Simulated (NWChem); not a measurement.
System: GaH, singlet; SMILES [GaH]

Here is an NWChem input.

```
start job
memory heap 200 mb stack 900 mb global 1100 mb
geometry units angstroms noautoz
  Ga     0.000000     0.000000    -0.051659
  H      0.000000     0.000000    -1.734072
end
basis spherical
  * library 6-311g**
end
dft
  xc xtpss03 ctpss03
  iterations 150
  mulliken
end
task dft energy
```

Low-valent species are run as closed-shell singlets; no triplet was tried in these runs. Coordinates come from a PBE0-D3(BJ)/def2-TZVP optimisation.

Question: Give the results of this calculation. (TPSS/6-311G** (spherical d).) Quantities: basis functions; energy (Ha); highest occupied level (eV); orbital gap (eV); dipole (D).

Answer: 
```
Property                        Value
---------------------------  --------
number of basis functions          50
energy (Ha)                  -1925.37
highest occupied level (eV)     -5.12
orbital gap (eV)                 2.74
dipole (D)                       0.40
```
